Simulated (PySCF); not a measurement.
Species: C9H12ClN.
Numbering: `[N:1]#[C:2][C@@H:3]1[CH2:4][C@@:5]2([Cl:6])[CH2:7][CH2:8][CH2:9][C@@H:10]1[CH2:11]2` (hydrogens: H12 on C3; H13, H14 on C4; H15, H16 on C7; H17, H18 on C8; H19, H20 on C9; H21 on C10; H22, H23 on C11)

Method: PBE0-D3(BJ)/def2-SVP geometry optimisation, gas phase (PySCF 2.14.0); density fitting, grid level 1; the optimiser is geomeTRIC in internal coordinates, started from a GFN2-xTB structure.

Geometry at step 0:
```
atom  x, y, z in Å
N1      3.6110   -1.0488    0.9635
C2      2.5501   -0.9842    0.5423
C3      1.2093   -0.8885    0.0220
C4      1.1253    0.2042   -1.0721
C5      0.0860    1.1969   -0.5399
Cl6     0.4203    2.8554   -1.1338
C7     -1.3399    0.8148   -0.9288
C8     -1.6395   -0.6353   -0.5400
C9     -1.1784   -0.9482    0.8839
C10     0.2374   -0.4261    1.1354
C11     0.2495    1.0923    0.9713
H12     0.9321   -1.8764   -0.3567
H13     0.8425   -0.2003   -2.0429
H14     2.0894    0.7033   -1.1838
H15    -1.4792    0.9456   -2.0037
H16    -2.0308    1.4892   -0.4190
H17    -1.1443   -1.3079   -1.2420
H18    -2.7120   -0.8164   -0.6273
H19    -1.8512   -0.4761    1.6029
H20    -1.2183   -2.0266    1.0528
H21     0.5828   -0.7414    2.1231
H22     1.2049    1.5139    1.2869
H23    -0.5519    1.5877    1.5162
```

Problem. What forces act on the atoms?

Solution. 
| atom | Fx (eV/Å) | Fy (eV/Å) | Fz (eV/Å) |
| --- | --- | --- | --- |
| N1 | 1.793 | -0.085 | 0.715 |
| C2 | -1.160 | -0.091 | -0.504 |
| C3 | -0.163 | 0.181 | 0.019 |
| C4 | -0.170 | 0.069 | 0.141 |
| C5 | -0.074 | 0.156 | 0.024 |
| Cl6 | 0.018 | 0.134 | -0.054 |
| C7 | 0.224 | -0.441 | 0.092 |
| C8 | 0.087 | 0.445 | 0.459 |
| C9 | 0.288 | 0.074 | -0.459 |
| C10 | -0.386 | 0.087 | 0.043 |
| C11 | 0.075 | -0.375 | -0.282 |
| H12 | -0.090 | -0.241 | -0.098 |
| H13 | -0.066 | -0.119 | -0.326 |
| H14 | 0.150 | 0.134 | -0.051 |
| H15 | -0.029 | 0.119 | -0.299 |
| H16 | -0.182 | 0.268 | 0.113 |
| H17 | 0.117 | -0.264 | -0.263 |
| H18 | -0.301 | -0.139 | -0.121 |
| H19 | -0.207 | 0.098 | 0.273 |
| H20 | -0.050 | -0.322 | 0.122 |
| H21 | 0.086 | -0.075 | 0.196 |
| H22 | 0.295 | 0.171 | 0.065 |
| H23 | -0.257 | 0.216 | 0.194 |

The largest, 1.93 eV/Å, acts on N1; the rms over all components is 0.344 eV/Å. The forces sum to zero within rounding, as they must for an isolated molecule in no field.

Problem. Give the force on N1 in Eh/bohr and in nN.

Solution. 1.932 eV/Å ÷ 51.422 = 0.03757 Eh/bohr, and 1.932 eV/Å × 1.602 = 3.10 nN.

Problem. How far is this geometry from the end of the optimisation?

Solution. 0.053 eV above it, and 0.023 Å rms away after alignment. The bonds farthest from their final lengths, with half the difference of the two atoms' forces along the bond (positive lengthens):

```csv
bond,now (Å),final (Å),force along bond (eV/Å)
C2–C3,1.441,1.458,-0.55
N1≡C2,1.143,1.158,+1.59
C8–H17,1.091,1.103,+0.46
C11–H23,1.088,1.100,+0.38
C9–H19,1.092,1.103,+0.40
C7–H16,1.092,1.102,+0.35
```

The angle farthest from its final value is H17–C8–H18, 107.0° against 105.4°.

Of the 6 listed bonds off by 0.010 Å or more, this force points towards the final length in 5.

What follows is the cost of the whole optimisation. The run took about 5 min of CPU time (one thread, shared machine).
